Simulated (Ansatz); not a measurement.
V₂S₃, relaxed as a singlet with RKS PBE-D4/def2-SVP in Ansatz, starting from the GFN1-xTB geometry. Force threshold 0.02 eV/Å.

The restricted singlet is unstable towards broken spin symmetry at other levels; at PBE-D4/def2-SVP this wasn't settled. The relaxation made no stability test and no search for a lower SCF solution. No other spin state of charge 0 was run. Another isomer (singlet) lies 1.82 eV lower at PBE0-D4/def2-TZVP; other spin states weren't run for this one.

Start:

```xyz
5

V    -0.969   -0.490   -0.993
V    -0.015    0.743    1.271
S    -2.115    0.563    0.583
S     1.195   -0.866   -1.273
S     1.904    0.050    0.412
```

```csv
step,energy (eV),largest force component (eV/Å),SCF passes
1,-83839.1150,1.841,118
2,-83840.2772,2.366,54
3,-83840.9168,1.138,34
4,-83840.9487,1.311,57
5,-83841.3072,1.585,44
6,-83841.5704,0.746,37
7,-83841.6105,0.171,29
8,-83841.6121,0.068,26
9,-83841.6127,0.019,26
```

Force components are those of the run's own axes.

End:

```
atom   x (Å)   y (Å)   z (Å)
  V1  -0.552  -0.250  -0.520
  V2  -0.187   0.712   1.180
  S3  -2.332   0.564   0.555
  S4   1.323  -1.032  -1.527
  S5   1.747   0.006   0.313
```

By distances, no bond broke or formed. The bond that changes most is V1–S5, from 3.24 to 2.46 Å (atoms count from 1). A close non-bonded pair moves further: V1–V2, from 2.75 to 1.99 Å.

No frequencies were taken in this run, so the end may be a saddle point.

It took 15 s on 4 threads of Arm Neoverse V2 on a shared host.
